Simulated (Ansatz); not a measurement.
Frontier orbitals of C$_{2}$H$_{5}$BS$_{2}$, SMILES `SCC1BS1`.

```json
{"atom": "S1", "x (Å)": "-0.6222", "y (Å)": "-0.2530", "z (Å)": "2.1262"}
{"atom": "C2", "x (Å)": "-0.9686", "y (Å)": "-0.0899", "z (Å)": "0.3540"}
{"atom": "C3", "x (Å)": "0.1492", "y (Å)": "0.6215", "z (Å)": "-0.3578"}
{"atom": "B4", "x (Å)": "1.2781", "y (Å)": "-0.1101", "z (Å)": "-1.0920"}
{"atom": "S5", "x (Å)": "0.1422", "y (Å)": "0.5398", "z (Å)": "-2.2350"}
{"atom": "H6", "x (Å)": "0.4836", "y (Å)": "-1.0037", "z (Å)": "1.9968"}
{"atom": "H7", "x (Å)": "-1.1627", "y (Å)": "-1.0692", "z (Å)": "-0.0855"}
{"atom": "H8", "x (Å)": "-1.8986", "y (Å)": "0.4822", "z (Å)": "0.3083"}
{"atom": "H9", "x (Å)": "0.3264", "y (Å)": "1.6290", "z (Å)": "0.0130"}
{"atom": "H10", "x (Å)": "2.2728", "y (Å)": "-0.7465", "z (Å)": "-1.0279"}
```

Total charge 0; spin multiplicity 1. All single points use the PBE0-D4/def2-TZVP geometry. It is one conformer, not always the lowest. Basis def2-TZVPP, Ansatz 0.2.0.

Orbital energies of one run (eV). Highest occupied ones, from the top: -5.82, -6.75, -7.04, -7.71, -8.59, -10.05, -10.11, -10.74, -11.48, -12.36, -14.57, -16.55, -19.40, -21.00. Empty: -2.39, -1.08, -0.48, 0.29, 1.15, 1.18.

Which functional gave them?
A. HSE06 (plane-wave form)
B. BHLYP
C. PBE
D. PBE0

C. HOMO energies: PBE -5.82, PBE0 -7.03, BHLYP -8.12, HSE06 -6.63 eV.
